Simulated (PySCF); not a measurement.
Species: Sn(vinyl)(NHMe)3, C5H15N3Sn.
Bonds: Sn1–C2, Sn1–N7, Sn1–N13, Sn1–N19, C2–C3, N7–C8, N13–C14, N19–C20. Hydrogens: H4 on C2; H5, H6 on C3; H9 on N7; H10, H11, H12 on C8; H15 on N13; H16, H17, H18 on C14; H21 on N19; H22, H23, H24 on C20.

Level of theory: TDDFT B3LYP/def2-SVPD, vertical, gas phase, core orbitals frozen in the response, def2 core potentials past Kr in PySCF 2.14.0, density-fitted response routines. The structure is a single PBE0-D3(BJ)/def2-SVP conformer in the gas phase; no vibrational or solvent corrections. Spin–orbit coupling is left out.

Problem. What does the calculation give for the low-lying excited states?

Solution. 

| state | E (eV) | E (hartree) | f | \|μ\| (D) | main configurations (H = HOMO, L = LUMO) |
| --- | --- | --- | --- | --- | --- |
| S1 | 4.53 | 0.1664 | 0.0027 | 0.39 | H→L (98%) |
| S2 | 4.76 | 0.1748 | 0.022 | 1.10 | H→L+1 (59%), H-1→L (33%) |
| S3 | 4.79 | 0.1760 | 0.014 | 0.87 | H-1→L (55%), H→L+1 (36%) |
| S4 | 4.90 | 0.1800 | 0.0040 | 0.47 | H-2→L (90%) |
| S5 | 5.05 | 0.1855 | 0.025 | 1.14 | H-1→L+1 (77%) |
| S6 | 5.09 | 0.1872 | 0.011 | 0.74 | H-2→L+1 (86%) |
| S7 | 5.76 | 0.2118 | 0.011 | 0.71 | H→L+3 (86%) |
| S8 | 5.81 | 0.2136 | 0.0041 | 0.43 | H→L+2 (86%) |
| S9 | 5.90 | 0.2168 | 0.0004 | 0.13 | H→L+4 (74%), H→L+5 (13%) |
| S10 | 5.94 | 0.2182 | 0.0098 | 0.66 | H-1→L+2 (77%) |

Triplets (Tamm–Dancoff): T1 4.33 eV, H→L+1 (35%), H-3→L (32%), H→L (22%); T2 4.37 eV, H-3→L (52%), H→L+1 (38%); T3 4.49 eV, H→L (50%), H-1→L+1 (21%), H→L+1 (9%); T4 4.56 eV, H-1→L+1 (34%), H-1→L (24%), H→L (19%).

The lowest singlet comes at 274 nm (437 kJ/mol) in the ultraviolet; it is very weak; its leading configuration is HOMO→LUMO (98%). The most intense listed level is S5 at 5.05 eV (246 nm, f = 0.025), 0.52 eV above S1. Löwdin shares by element: HOMO nitrogen 64% or more, carbon 13% or more (atoms not listed hold the other 23%); LUMO carbon 70% or more, tin 8%, hydrogen 5% or more (atoms not listed hold the other 17%). Of the 10 states listed, 5 reach f = 0.01 and 1 stays under 0.0005. Weighted by f, the mean energy of these states is 5.13 eV. The listed states span 1.41 eV, and the widest gap between neighbours is 0.67 eV (S6 to S7). Only the lowest 10 singlets were computed, as vertical energies without vibronic structure.
